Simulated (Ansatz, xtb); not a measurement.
# Relative energy of two isomers of C5H7N3S

We compare X, `CC/C=N\c1cnsn1`, a singlet, with Y, `[H]/N=C/Cc1n[nH]cc1S`, a singlet. Both are isolated molecules in the gas phase, relaxed with PBE-D3(BJ)/def2-SVP; the shapes shown needn't be the lowest conformers.

X (Å):

```xyz
16

C    -0.8418    0.6803    2.1945
C    -0.9553    0.6504    0.6589
C     0.3855    0.8332    0.0020
C     0.9270   -1.4165   -0.4322
C     1.3014   -2.3139   -1.5061
N     1.1770   -0.0546   -0.4899
N     1.0668   -3.5927   -1.2677
N     0.4133   -2.0523    0.6305
S     0.4247   -3.6806    0.2765
H    -0.3544    1.6102    2.5524
H    -0.2477   -0.1861    2.5439
H    -1.8468    0.6252    2.6580
H    -1.4093   -0.3103    0.3435
H    -1.6151    1.4777    0.3192
H     0.7569    1.8800   -0.0544
H     1.7460   -1.9896   -2.4588
```

Y (Å):

```yaml
atoms:
  - { symbol: C, position_ang: [-0.6211, 3.7094, -0.0016] }
  - { symbol: C, position_ang: [-0.2634, 2.8142, -1.1645] }
  - { symbol: C, position_ang: [0.7635, 1.8108, -0.7168] }
  - { symbol: C, position_ang: [1.7870, 0.0955, 0.2823] }
  - { symbol: C, position_ang: [0.5329, 0.6990, 0.1587] }
  - { symbol: N, position_ang: [-1.5418, 3.3750, 0.8268] }
  - { symbol: N, position_ang: [2.0534, 1.8911, -1.0825] }
  - { symbol: N, position_ang: [2.6404, 0.8445, -0.4807] }
  - { symbol: S, position_ang: [-0.9950, 0.1537, 0.8540] }
  - { symbol: H, position_ang: [-1.6158, 4.0528, 1.6034] }
  - { symbol: H, position_ang: [0.0054, 4.6241, 0.1237] }
  - { symbol: H, position_ang: [-1.1784, 2.2821, -1.4998] }
  - { symbol: H, position_ang: [0.1530, 3.4049, -2.0025] }
  - { symbol: H, position_ang: [3.6362, 0.6816, -0.6293] }
  - { symbol: H, position_ang: [2.1152, -0.7854, 0.8437] }
  - { symbol: H, position_ang: [-1.5340, 1.4312, 0.9475] }
```

Estimate which is lower in electronic energy at CCSD(T)/def2-SVP + ΔMP2/def2-TZVPP, and by roughly how much.

Not settled: CCSD(T)/def2-SVP + ΔMP2/def2-TZVPP gives E(Y) − E(X) = +23.0 kJ/mol, but this leans on the basis-set step: CCSD(T) alone gives −12.6 kJ/mol.

The same difference at several levels:

```csv
level,geometry,E(Y) − E(X) (kJ/mol),departure from the last row (kJ/mol),"job, with rough time for the two"
GFN2-xTB,GFN2-xTB,+66.3,+43.2,"optimisation, 0.3 s"
HF/STO-3G,GFN2-xTB,+46.4,+23.4,"single point, 0.6 s"
r2SCAN-D4/def2-SVP,GFN2-xTB,−12.4,−35.4,"single point, 6.3 s"
PBE-D3(BJ)/def2-SVP,PBE-D3(BJ)/def2-SVP,−12.5,−35.5,"optimisation, 46 s"
HF/def2-SVP,PBE-D3(BJ)/def2-SVP,−20.6,−43.6,part of the CCSD(T) run
MP2/def2-SVP,PBE-D3(BJ)/def2-SVP,−18.2,−41.2,part of the CCSD(T) run
CCSD(T)/def2-SVP,PBE-D3(BJ)/def2-SVP,−12.6,−35.7,single point
CCSD(T)/def2-SVP + ΔMP2/def2-TZVPP,PBE-D3(BJ)/def2-SVP,+23.0,,"single point, 3.5 min"
```

As drawn, Y has 2 N–H, 1 N∷N, 1 C∷C, 1 C–S, 1 S–H in place of 1 C–N, 2 N∷S, 3 C–H (∷ is an aromatic bond).

r2SCAN-D4/def2-SVP, PBE-D3(BJ)/def2-SVP, HF/def2-SVP, MP2/def2-SVP, CCSD(T)/def2-SVP put the two in the other order. The largest departure from CCSD(T)/def2-SVP + ΔMP2/def2-TZVPP is that of HF/def2-SVP, 43.6 kJ/mol. The last row adds to CCSD(T) the change of the MP2 difference between the two basis sets, here +35.7 kJ/mol, a large step that makes the value less sure.

With thermal terms from frequencies at re-optimised GFN2-xTB minima (ideal gas, soft modes damped towards free rotors, one conformer each, 298.15 K, 1 atm): on the last row, ΔE + ΔZPE = +17.5, ΔH = +17.3, ΔG = +19.3 kJ/mol.

The correlated steps freeze 13 core orbitals. Codes used: Ansatz 0.2.0, xtb 6.7.1; the last row on 4 threads of Arm Neoverse V1 on a shared host.
